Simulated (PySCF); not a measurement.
IH3, singlet: structure and spectrum

Level of theory: PySCF, PBE0, basis I x2c-TZVPall, H x2c-TZVPall (spin-free X2C, no spin–orbit coupling, density fitting).

The structure is a minimum.

```xyz
4
charge 0 multiplicity 1, angstrom
I     0.0000    0.0000   -0.0170
H     0.0000    0.0000    1.6085
H     1.8129    0.0000    0.2679
H    -1.8129    0.0000    0.2679
```

```json
{
  "Point group": "C2v",
  "Bond lengths": "I–H 1.626 Å, I–H 1.835 Å (×2)",
  "Bond angles": "H–I–H 81.1° (×2), H–I–H 162.1°",
  "Rotational constants": "6.044, 2.545, 1.791 cm⁻¹",
  "Entropy at 298.15 K and 1 bar": "235.4 J/(mol K)",
  "Enthalpy at 298.15 K above 0 K": "10.31 kJ/mol",
  "Rotational symmetry number": "2",
  "Heat capacity Cp at 298.15 K": "39.4 J/(mol K)",
  "Dipole moment": "0.15 D",
  "Lowest empty level": "-1.11 eV",
  "Principal polarisabilities": "24.1, 31.3, 71.8 bohr³",
  "Highest occupied level": "-6.04 eV",
  "Principal quadrupole moments (Buckingham, traceless) about the centre of mass": "-6.92, 0.70, 6.22 D Å",
  "Zero-point energy": "48.1 kJ/mol"
}
```

Harmonic modes (masses in u: I 126.904, H 1.008):
```
symmetry  ω (cm⁻¹)  IR (km/mol)  μ (u)     type
      b1       833         40.1   1.02     bend
      a1       942         80.4   1.02     bend
      b2      1156         82.0   1.01     bend
      b2      1342         1929   1.02  stretch
      a1      1559          1.1   1.01  stretch
      a1      2202          0.0   1.02  stretch
```

In C2v the vibrations span b1 + 3a1 + 2b2. Here b1 is antisymmetric to the molecular plane and b2 lies in it.

Charges (e):
```tsv
atom	Mulliken	Löwdin	polar tensor	Mayer order to I1
I1	0.08	0.39	0.90	–
H2	0.16	-0.02	-0.02	0.88
H3,4	-0.12	-0.19	-0.44	0.74
```

Mulliken populations on I1: s 9.92, p 22.62, d 20.37, f 0.02.

Outer orbital energies (eV). occupied: -21.24, -12.15, -12.05, -8.89, -6.04; empty: -1.11, 0.52, 4.00, 4.49.

Counting electrons, iodine keeps 4 of its valence electrons outside its bonds, so the VSEPR class is AX3E2 and the expected shape is T-shaped (C2v), as computed.

The final relaxation and frequency run took about 60 core-seconds on a shared host.
